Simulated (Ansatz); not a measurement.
A nudged elastic band was laid between two geometries of GeH4O2 (7 atoms, charge 0, multiplicity 1).

Computed with Ansatz 0.2.0, RKS PBE/def2-SVP.

```json
{
 "movable images": "5",
 "climbing image": "yes",
 "spring": "5.0 eV/Å²",
 "optimiser": "quadratic models (default)",
 "start path": "through a guess of the saddle point",
 "force threshold": "0.03 eV/Å",
 "iteration limit": "60",
 "end points": "relaxed"
}
```

Image 0:

```xyz
7
Properties=species:S:1:pos:R:3
Ge 0.230 -0.017 0.114
O 0.631 -0.103 1.866
H -0.149 0.118 2.409
H 1.595 -0.287 -0.564
H -0.463 1.315 -0.264
O -1.006 -1.248 -0.329
H -0.657 -2.149 -0.195
```

Image 6:

```xyz
7
Properties=species:S:1:pos:R:3
Ge 0.116 0.171 -0.769
O 0.939 0.101 1.353
H 0.441 -0.771 1.286
H 1.879 -0.155 1.267
H -1.142 1.076 -0.267
O -0.565 -1.454 -0.066
H -1.487 -1.338 0.232
```

What changes between the two ends?

Bonds broken: Ge1–H4. Bonds formed: O2–H4.

Give the energies along the band, and the barrier.

The forces met the threshold. The highest image is number 4 of 0 to 6, 208.3 kJ/mol above the first end and 139.3 kJ/mol above the last; the last end lies 68.9 kJ/mol above the first. Neighbouring images differ by up to 2.0 eV, so the band resolves the path poorly. A vibrational analysis at the climbing image gives one clearly imaginary mode, 1162i cm⁻¹: a first-order saddle point. The orbitals stay closed-shell, which can raise the energy where a bond breaks towards radicals; this wasn't checked here.

| image | path coordinate (Å) | energy (kJ/mol) | Ge1–H4 (Å) | O2–H4 (Å) |
| --- | --- | --- | --- | --- |
| 0 | 0.00 | 0.0 | 1.55 | 2.62 |
| 1 | 1.02 | 7.9 | 1.54 | 2.74 |
| 2 | 2.04 | 7.7 | 1.54 | 2.63 |
| 3 | 3.07 | 12.0 | 1.54 | 2.55 |
| 4 | 4.09 | 208.3 | 1.62 | 1.47 |
| 5 | 4.90 | 84.6 | 2.37 | 0.98 |
| 6 | 5.71 | 68.9 | 2.71 | 0.98 |

What is the geometry of the highest image?


```xyz
7
Properties=species:S:1:pos:R:3
Ge 0.205 -0.008 -0.275
O 0.778 0.256 1.667
H 0.734 -0.646 2.054
H 1.629 0.019 0.487
H -0.901 1.096 -0.489
O -0.649 -1.602 -0.229
H -1.616 -1.485 -0.180
```

Time of the run: 2.2 min on 1 thread of Arm Neoverse V2, on a shared host, peak memory 0.14 GiB.
